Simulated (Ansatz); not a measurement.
Basis-set extrapolation for C₃H₆BCl (`ClC1BCC1`) (PBE0-D4/def2-TZVP geometry, frozen core, Ansatz 0.2.0). Multiplicity 1, RHF reference.

```
                      def2-TZVPP   def2-QZVPP
                 HF  -601.292662  -601.311645
    MP2 correlation    -0.798435    -0.855804
CCSD(T) correlation    -0.885120      not run
```

Energies in hartree. Use E(X) = E(∞) + A·exp(−7.88·√X) for Hartree–Fock and E(X) = E(∞) + B·X^(−2.97) for correlation, with X = 3 and 4, and add CCSD(T) minus MP2 of the smaller set to the MP2 limit.

Task: What is the CCSD(T) energy at the basis-set limit?

Result: HF limit: -601.311645 + (-0.018983) × 0.13774 = -601.31426. MP2 limit: -0.855804 + (-0.057369) × 0.74074 = -0.89830. Higher-order term: -0.885120 − (-0.798435) = -0.08669. Total: -602.29925 hartree, 318.9 kJ/mol below CCSD(T)/def2-TZVPP.
